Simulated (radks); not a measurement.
S4+, configuration [Ne] 3s2 (the NIST ground configuration). Method: Dirac Kohn-Sham, HCTH/407, spin-unpolarised, spherical densities, finite nucleus; Fermi nuclear charge, rms radius 3.2611 fm; computed with a radial shooting solver on a logarithmic mesh with Libxc functionals.

Normalised radial functions P(r) = r R(r) (large component), r in bohr:

```
   r/bohr * 1s1/2, o 3p1/2 (the largest magnitude, 2.88, reaches the edge; | marks zero, & curves that meet)
 0.005016                             o    *
 0.006326                             o      *
 0.008042                             o       *
  0.01014                             o         *
  0.01289                             o           *
  0.01626                             o              *
  0.02067                             o                *
  0.02607                             o                   *
  0.03314                             o                      *
  0.04179                             |o                       *
  0.05312                             |o                         *
    0.067                             |o                         *
  0.08449                             | o                       *
   0.1074                             | o                    *
   0.1355                             |  o               *
   0.1722                             |   o         *
   0.2172                             |   o    *
   0.2761                             |   o*
   0.3482                             | * o
   0.4426                             |*o
   0.5582                             &
   0.7096                          o  *
   0.8948                        o    *
    1.138                     o       *
    1.435                     o       *
    1.809                      o      *
      2.3                        o    *
      2.9                           o *
    3.687                            o*
     4.65                             &
```

1s1/2: eigenvalue -2466.6 eV, 0 radial nodes, <r> = 0.0969 bohr, 90 % of the charge inside 0.173 bohr. 3p1/2 (empty): eigenvalue -53.706 eV, 1 radial node at r = 0.562 bohr, <r> = 1.58 bohr, 90 % of the charge inside 2.36 bohr.
